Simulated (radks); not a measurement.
Eu XXXII, configuration [Ar] 3d10 4s2 4p2 (the NIST ground configuration). Method: scalar-relativistic Kohn-Sham, PBE, spin-polarised, spherical densities, finite nucleus; open shells are filled with parallel spins first (spin-orbit coupling, left out, can overturn this in heavy ions); Fermi nuclear charge, rms radius 5.1115 fm; computed with a radial shooting solver on a logarithmic mesh with Libxc functionals.

Normalised radial functions P(r) = r R(r), r in bohr:

r,3d up,3d down,4p up
0.001013,0.0000,0.0000,0.0030
0.001298,0.0000,0.0000,0.0046
0.00165,0.0001,0.0001,0.0070
0.002097,0.0001,0.0001,0.0105
0.002688,0.0003,0.0003,0.0161
0.003417,0.0005,0.0005,0.0242
0.004343,0.0010,0.0010,0.0363
0.005566,0.0020,0.0020,0.0550
0.007075,0.0038,0.0038,0.0816
0.008995,0.0072,0.0072,0.1197
0.01143,0.0138,0.0138,0.1731
0.01465,0.0265,0.0265,0.2480
0.01863,0.0492,0.0492,0.3417
0.02368,0.0897,0.0897,0.4533
0.03035,0.1627,0.1628,0.5752
0.03858,0.2806,0.2807,0.6726
0.04904,0.4655,0.4657,0.7053
0.06284,0.7461,0.7465,0.6094
0.07989,1.1076,1.1081,0.3392
0.1016,1.5263,1.5270,-0.1057
0.1301,1.9325,1.9331,-0.6382
0.1654,2.1703,2.1708,-0.9910
0.2103,2.1298,2.1304,-0.9085
0.2695,1.7569,1.7575,-0.2372
0.3426,1.1873,1.1869,0.7467
0.4356,0.6246,0.6224,1.5167
0.5582,0.2306,0.2284,1.6006
0.7096,0.0580,0.0573,1.0627
0.902,0.0087,0.0086,0.4447
1.156,0.0006,0.0006,0.1025
1.469,0.0000,0.0000,0.0127

3d up: eigenvalue -2225.9 eV, 0 radial nodes, <r> = 0.221 bohr, 90 % of the charge inside 0.342 bohr. 3d down: eigenvalue -2224.3 eV, 0 radial nodes, <r> = 0.221 bohr, 90 % of the charge inside 0.342 bohr. 4p up: eigenvalue -1207.7 eV, 2 radial nodes at r = 0.0965, 0.286 bohr, <r> = 0.516 bohr, 90 % of the charge inside 0.734 bohr.
